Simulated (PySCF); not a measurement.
Compound: C6H11O2 (doublet state).
Z-matrix (Å and degrees, GFN2-xTB geometry), rows numbered from 1:
```
C 
C   1  1.5226
C   2  1.5243  1  111.55
O   3  1.4134  2  108.50  1  -179.11
C   4  1.3947  3  114.00  2   176.05
C   5  1.4705  4  111.94  3   179.75
C   6  1.4147  5  120.77  4   176.81
O   7  1.2276  6  124.76  5    -0.19
H   1  1.0866  2  110.29  3   179.50
H   1  1.0877  2  110.61  3    59.63
H   1  1.0877  2  110.65  3   -60.55
H   2  1.0907  1  110.24  3   120.70
H   2  1.0909  1  110.18  3  -120.43
H   3  1.1013  2  110.33  1    60.31
H   3  1.1010  2  110.13  1   -58.70
H   5  1.1083  4  111.12  3   -57.97
H   5  1.1092  4  111.03  3    57.72
H   6  1.0770  5  118.03  4    -3.08
H   7  1.1044  6  114.98  5   179.81
```

The hyperfine couplings belong to this conformer and change with its torsions.

The species is `C(OCCC)[CH]C=O` [radical].

Computed, not measured: UKS B3LYP, pcH-1 on C H O, non-relativistic, mean-field spin-orbit, GIAO (PySCF). The structure is a single GFN2-xTB conformer in the gas phase; no vibrational or solvent corrections. A GFN2-xTB geometry isn't a minimum of the functional, and hyperfine couplings can be far from their values at a DFT geometry. The SCF solution wasn't tested for stability.

Problem. Break the g tensor into its mass correction, gauge correction and orbital-Zeeman/spin–orbit terms.

Solution. 
```csv
Δg (ppt),1,2,3
relativistic mass correction,-0.19,-0.19,-0.19
gauge correction,-0.01,0.04,0.03
orbital Zeeman/spin–orbit,-0.01,2.04,6.19
total,-0.21,1.89,6.03
```

So g = 2.00211, 2.00421, 2.00835 and g_iso = 2.00489; the tensor is rhombic: the two nearest values differ by 34 % of g3 − g1. Axes: g2 points within 15° of the C5–C6 bond and g3 points within 11° of the C7–O8 bond.

Problem. How much does each term add to the isotropic shift?

Solution. The orbital-Zeeman/spin–orbit term 2.74, the mass correction -0.19 and the gauge correction 0.02 ppt, for a total of 2.57 ppt. The orbital-Zeeman/spin–orbit term is the largest in size. The mass correction is the same along every axis, so the anisotropy comes from the other two: their spans along these axes are 0.05 (gauge) and 6.20 ppt (orbital Zeeman/spin–orbit).

Problem. At 9.672 GHz, how far is the centre of the isotropic spectrum from where a free electron (g = 2.002319) resonates?

Solution. B = hν/(g μB) with μB/h = 13.99624 MHz/mT gives 345.12 mT for the free electron and 344.68 mT at g_iso, 0.44 mT lower.

Problem. In a frozen sample, at which fields do the three g values resonate at 9.5, 34, 94 and 263 GHz (hyperfine left aside), and which band first spreads them over more than twice a line width of 1.0 mT?

Solution. 
| band | GHz | B(g3) mT | B(g2) mT | B(g1) mT | spread mT |
| --- | --- | --- | --- | --- | --- |
| X | 9.5 | 337.97 | 338.66 | 339.02 | 1.05 |
| Q | 34.0 | 1209.56 | 1212.06 | 1213.33 | 3.77 |
| W | 94.0 | 3344.09 | 3351.00 | 3354.50 | 10.41 |
| J | 263.0 | 9356.33 | 9375.66 | 9385.46 | 29.13 |

The spread grows in proportion to the frequency. Q band is the first where it exceeds 2.0 mT.

The Mulliken spin populations are largest on C6 (+0.79), O8 (+0.32), C7 (-0.10) and C5 (-0.07). The positive populations add up to 1.20 and the negative ones to -0.20, together 2S = 1. The angles at C6 add up to 360.0°, so it is planar; its axial dipolar tensor and the negative coupling of its proton fit spin in a p orbital normal to that plane.

The HOMO–LUMO gaps are 6.91 eV among the α and 3.48 eV among the β orbitals.
